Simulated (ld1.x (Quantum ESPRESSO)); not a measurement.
## Before and after: RRKJ potential for Pd

```json
{
 "Element": "Pd (Z = 46)",
 "Generator": "ld1.x (Quantum ESPRESSO) 7.5",
 "Type": "norm-conserving RRKJ (Kleinman–Bylander form)",
 "Functional": "PW91",
 "Relativity": "scalar-relativistic",
 "Frozen core": "[Ar] 3d10",
 "Valence charge": "18",
 "Reference configuration": "4s2 4p6 4d8 5s0 5p0 (charge +2)",
 "Partial waves": "4s (bound): rc 1.45 bohr; 4p (bound): rc 1.35 bohr; 4d (bound): rc 1.95 bohr; 4f channel at -0.05 Ry: rc 1.55 bohr",
 "Local potential": "all-electron potential smoothed inside 1.50 bohr (lloc = -1)",
 "Core correction": "none"
}
```

All-electron outer shells of the reference configuration (PW91, scalar-relativistic, ld1.x):

```csv
shell,level (eV),outermost node (bohr),outermost maximum (bohr)
3d,-351.24,–,0.28
4s,-110.57,0.45,0.85
4p,-76.18,0.46,0.91
4d,-27.40,0.45,1.07
5s,-20.36,1.13,2.27
5p,-14.23,1.26,2.74
```

Change: wave 4d (bound): rc 1.95 bohr becomes 4d (bound): rc 2.80 bohr.

Cutoffs: the cutoffs (Ry, on a coarse ladder) from which the occupation-weighted sum of valence levels, in a spherical-Bessel basis at the reference potential, stays within 10 and 1 mRy of its value at 400 Ry; they do not see the model core or the augmentation charge, which bear on the density cutoff. Errors are all-electron minus pseudo energies relative to the spin-unpolarised reference configuration.

Problem. How do hardness, ghosts and transferability respond?

Solution. The potential gets neither clearly harder nor softer (80 Ry and 120 Ry → 80 Ry and 120 Ry); the p channel sets the loose cutoff, while the largest relative change is in d, which becomes softer; the number of tests that count goes from 7 to 6; of the 6 tests that both files solve, the error grows in 5 and shrinks in 1 by more than 15 % and 0.3 meV (median size 38.9 → 202.4 meV); neither file shows a bound ghost at the reference potential, the only one tested.

| quantity | base | changed |
| --- | --- | --- |
| cutoff, loose | 80 Ry | 80 Ry |
| cutoff, tight | 120 Ry | 120 Ry |
| loose cutoff by channel (10 mRy a level) | s 45 Ry, p 60 Ry, d 40 Ry | s 45 Ry, p 60 Ry, d 21 Ry |
| bound ghosts | none | none |
| tests counted (converged, no solver errors) | 7 of 7 | 6 of 7 |
| error for 4s2 4p6 4d9 5s0 5p0, meV [ΔE -20.89 eV] | +0.2 | +101 |
| error for 4s2 4p6 4d7 5s0 5p0, meV [ΔE 34.44 eV] | +7.1 | +247 |
| error for 4s2 4p5 4d10 5s0 5p0, meV [ΔE 27.16 eV] | -100 | -269 |
| error for 4s2 4p6 4d9.5 5s0 5p0, meV [ΔE -26.81 eV] | -3.5 | +158 |
| error for 4s1 4p6 4d10 5s0 5p0, meV [ΔE 61.57 eV] | -239 | -621 |
| error for 4s2 4p6 4d9 5s0 5p1, meV [ΔE -24.80 eV] | -71 | -23 |

Base: ld1.x printed “convergence not achieved” for 7 of the counted tests; their residual had stalled under 1e-8, short of the target of 1e-14. Changed file: Tests not counted: 4s2 4p6 4d10 5s0 5p0 (solver errors, printed error -3291 eV). ld1.x printed “convergence not achieved” for 5 of the counted tests; their residual had stalled under 1e-8, short of the target of 1e-14.
